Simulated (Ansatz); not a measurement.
`C[SiH2][SiH2]CF` + `CNC` → `C[SiH2]N(C)C` + `FC[SiH3]`  (cleavage of the Si–Si bond)

Calculated with Ansatz (gas phase, PBE0-D4/def2-TZVP geometries, no zero-point term in ΔE). CCSD(T)/CBS is the MP2 limit (def2-TZVPP, def2-QZVPP) plus CCSD(T) − MP2 in def2-TZVPP, frozen cores. DFT in def2-TZVPP. B3LYP here is the variant with VWN-RPA as its local correlation; programs differ in this. Each species was taken in one conformer, which may not be the lowest.

`C[SiH2][SiH2]CF`:

Z-matrix (Å, degrees):
```
C
Si 1 1.877
H 1 1.092 2 110.2
H 1 1.092 2 110.7 3 -119.7
H 1 1.092 2 111.1 3 120.1
Si 2 2.343 1 110.5 3 -60.6
H 2 1.489 1 110.3 3 59.9
H 2 1.491 1 110.6 3 178.7
C 6 1.904 2 109.0 1 42.5
H 6 1.492 2 111.7 1 -74.7
H 6 1.489 2 111.8 1 164.1
F 9 1.394 6 110.2 2 47.9
H 9 1.094 6 112.1 2 168.2
H 9 1.095 6 110.6 2 -71.5
```

`CNC`:

Z-matrix (Å, degrees):
```
C
N 1 1.445
H 1 1.094 2 109.4
H 1 1.092 2 110.0 3 117.9
H 1 1.104 2 114.0 3 -120.2
C 2 1.445 1 112.8 3 65.3
H 2 1.011 1 109.8 3 -171.9
H 6 1.104 2 114.0 1 54.9
H 6 1.094 2 109.4 1 -65.3
H 6 1.092 2 110.0 1 176.8
```

`C[SiH2]N(C)C`:

Cartesian coordinates in Å:
```
C 1.945 -1.106 0.624
Si 1.057 0.002 -0.586
N -0.513 0.414 -0.006
C -1.198 1.577 -0.513
C -1.410 -0.590 0.511
H 1.472 -2.088 0.701
H 2.972 -1.265 0.284
H 1.978 -0.658 1.620
H 1.051 -0.690 -1.917
H 1.778 1.292 -0.770
H -1.810 2.036 0.274
H -0.479 2.324 -0.854
H -1.868 1.343 -1.355
H -0.853 -1.429 0.932
H -2.032 -0.172 1.313
H -2.090 -0.989 -0.259
```

`FC[SiH3]`:

Z-matrix (Å, degrees):
```
C
Si 1 1.895
F 1 1.391 2 110.4
H 1 1.095 2 111.2 3 120.0
H 1 1.095 2 111.2 3 -120.0
H 2 1.484 1 110.0 3 60.5
H 2 1.484 1 110.0 3 -60.5
H 2 1.488 1 107.8 3 180.0
```

CCSD(T)/CBS gives -47.9 kJ/mol.

Another level gave -49.0 kJ/mol. Which?
A. CCSD/def2-TZVPP
B. B3LYP/def2-TZVPP
C. PBE/def2-TZVPP
D. BLYP/def2-TZVPP

A. CCSD/def2-TZVPP -49.0, B3LYP -43.6, BLYP -39.2, PBE -27.4 kJ/mol.

Largest T1 diagnostic among the species: 0.012.

From PBE to PBE0 (25 % exact exchange), in def2-TZVPP and without D4, ΔE moves by −5.3 kJ/mol. At CCSD(T), def2-SVP lies +3.8 kJ/mol from the extrapolated value and def2-TZVPP −0.2 kJ/mol. Leaving LDA and LC-ωPBE aside and taking each functional with its dispersion term where it has one, the values, not all of them listed here, spread over 22.5 kJ/mol, from BHLYP-D4 to PBE-D4. LDA lies −11.0 kJ/mol from PBE without D4.

CCSD(T)/CBS has its own doubt, a few kJ/mol and more with outer-core shells, so smaller differences from it don't rank the levels.
